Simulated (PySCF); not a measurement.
C₃H₉Sb (SMILES [CH3][Sb]([CH3])[CH3]), singlet, at a GFN2-xTB geometry (all electrons, no relativity); BLYP/STO-3G run with PySCF.

The PySCF input:
```python
from pyscf import gto, scf, dft

mol = gto.Mole()
mol.atom = '''
    Sb   -0.006738    0.007403    0.431424
    C     0.192544   -1.823265   -0.714740
    H     1.117611   -2.323686   -0.452256
    H     0.198144   -1.591922   -1.774437
    H    -0.636971   -2.486204   -0.496815
    C     1.489217    1.049401   -0.743781
    H     2.476040    0.671277   -0.502375
    H     1.458237    2.110237   -0.523020
    H     1.295101    0.897088   -1.800014
    C    -1.646684    0.735326   -0.787370
    H    -2.551984    0.187230   -0.552656
    H    -1.408723    0.601973   -1.837180
    H    -1.814271    1.787682   -0.588540
'''
mol.basis = 'sto-3g'
mol.charge = 0
mol.spin = 0
mol.verbose = 4
mol.build()

mf = dft.RKS(mol)
mf.xc = 'blyp'
mf.kernel()
```

Output, abridged:

```
PySCF version 2.14.0

[INPUT] verbose = 4
[INPUT] num. atoms = 13
[INPUT] num. electrons = 78
[INPUT] charge = 0
[INPUT] spin (= nelec alpha-beta = 2S) = 0
[INPUT] symmetry False subgroup None
[INPUT] Mole.unit = angstrom
[INPUT] Symbol           X                Y                Z      unit          X                Y                Z       unit  Magmom
[INPUT]  1 Sb    -0.006738000000   0.007403000000   0.431424000000 AA   -0.012732974627   0.013989642500   0.815273203564 Bohr   0.0
[INPUT]  2 C      0.192544000000  -1.823265000000  -0.714740000000 AA    0.363855426928  -3.445471502505  -1.350662850272 Bohr   0.0
[INPUT]  3 H      1.117611000000  -2.323686000000  -0.452256000000 AA    2.111978703801  -4.391130139486  -0.854639978191 Bohr   0.0
[INPUT]  4 H      0.198144000000  -1.591922000000  -1.774437000000 AA    0.374437893226  -3.008296591670  -3.353199955295 Bohr   0.0
[INPUT]  5 H     -0.636971000000  -2.486204000000  -0.496815000000 AA   -1.203700739290  -4.698244649798  -0.938844284576 Bohr   0.0
[INPUT]  6 C      1.489217000000   1.049401000000  -0.743781000000 AA    2.814212270046   1.983080484845  -1.405542386655 Bohr   0.0
[INPUT]  7 H      2.476040000000   0.671277000000  -0.502375000000 AA    4.679037473468   1.268529683720  -0.949351161828 Bohr   0.0
[INPUT]  8 H      1.458237000000   2.110237000000  -0.523020000000 AA    2.755668554707   3.987769987924  -0.988364557670 Bohr   0.0
[INPUT]  9 H      1.295101000000   0.897088000000  -1.800014000000 AA    2.447386193650   1.695250629634  -3.401533480383 Bohr   0.0
[INPUT] 10 C     -1.646684000000   0.735326000000  -0.787370000000 AA   -3.111781773703   1.389564752272  -1.487913658699 Bohr   0.0
[INPUT] 11 H     -2.551984000000   0.187230000000  -0.552656000000 AA   -4.822550834272   0.353813422302  -1.044368481098 Bohr   0.0
[INPUT] 12 H     -1.408723000000   0.601973000000  -1.837180000000 AA   -2.662100655376   1.137564104383  -3.471767041528 Bohr   0.0
[INPUT] 13 H     -1.814271000000   1.787682000000  -0.588540000000 AA   -3.428475305741   3.378229377815  -1.112179413352 Bohr   0.0

nuclear repulsion = 380.091294183189
number of shells = 29
number of NR pGTOs = 153
number of NR cGTOs = 51
basis = sto-3g
ecp = {}

******** <class 'pyscf.dft.rks.RKS'> ********
method = RKS
initial guess = minao
damping factor = 0
level_shift factor = 0
DIIS = <class 'pyscf.scf.diis.CDIIS'>
diis_start_cycle = 1
diis_space = 8
diis_damp = 0
SCF conv_tol = 1e-09
SCF conv_tol_grad = None
SCF max_cycles = 50
direct_scf = True
direct_scf_tol = 1e-13
XC library pyscf.dft.libxc version 7.1.2
    S. Lehtola, C. Steigemann, M. J. T. Oliveira, and M. A. L. Marques,  SoftwareX 7, 1–5 (2018)
XC functionals = blyp
    A. D. Becke,  Phys. Rev. A 38, 3098 (1988)
    C. Lee, W. Yang, and R. G. Parr,  Phys. Rev. B 37, 785 (1988)
    B. Miehlich, A. Savin, H. Stoll, and H. Preuss,  Chem. Phys. Lett. 157, 200 (1989)
radial grids:
    Treutler-Ahlrichs [JCP 102, 346 (1995); DOI:10.1063/1.469408] (M4) radial grids

becke partition: Becke, JCP 88, 2547 (1988); DOI:10.1063/1.454033
pruning grids: <function nwchem_prune>
grids dens level: 3
symmetrized grids: False
atomic radii adjust function: <function treutler_atomic_radii_adjust>
small_rho_cutoff = 0
Set gradient conv threshold to 3.16228e-05
Initial guess from minao.
tot grids = 152584
init E= -6353.52478756108
  HOMO = -0.499468384744809  LUMO = -0.241251915781553  gap/eV = 7.02643
cycle= 1 E= -6371.42025922425  delta_E= -17.9  |g|= 0.512  |ddm|= 4.18
  HOMO = -0.00923213136774459  LUMO = 0.228262922265729  gap/eV = 6.46257
cycle= 2 E= -6371.49995582307  delta_E= -0.0797  |g|= 0.295  |ddm|=  1.6
  HOMO = -0.102380815475701  LUMO = 0.141675789548852  gap/eV = 6.64112
cycle= 3 E= -6371.53824883113  delta_E= -0.0383  |g|= 0.041  |ddm|= 0.572
  HOMO = -0.106479333439294  LUMO = 0.140993053541072  gap/eV = 6.73407
cycle= 4 E= -6371.53867320399  delta_E= -0.000424  |g|= 0.0198  |ddm|= 0.0986
  HOMO = -0.104498692376163  LUMO = 0.141474081012617  gap/eV = 6.69326
cycle= 5 E= -6371.53884207533  delta_E= -0.000169  |g|= 0.00114  |ddm|= 0.039
  HOMO = -0.104465114140955  LUMO = 0.141546536746202  gap/eV = 6.69432
cycle= 6 E= -6371.53884268694  delta_E= -6.12e-07  |g|= 7.62e-05  |ddm|= 0.00243
  HOMO = -0.1044727232093  LUMO = 0.14154516893562  gap/eV = 6.69449
cycle= 7 E= -6371.53884268977  delta_E= -2.84e-09  |g|= 4.49e-06  |ddm|= 0.000173
  HOMO = -0.104473087867701  LUMO = 0.141544187258586  gap/eV = 6.69447
cycle= 8 E= -6371.5388426898  delta_E= -3.09e-11  |g|= 3.04e-07  |ddm|= 9.56e-06
  HOMO = -0.104473092373403  LUMO = 0.141544156501759  gap/eV = 6.69447
Extra cycle  E= -6371.53884268977  delta_E= 3.27e-11  |g|= 4.47e-07  |ddm|= 1.23e-06
converged SCF energy = -6371.53884268977
```
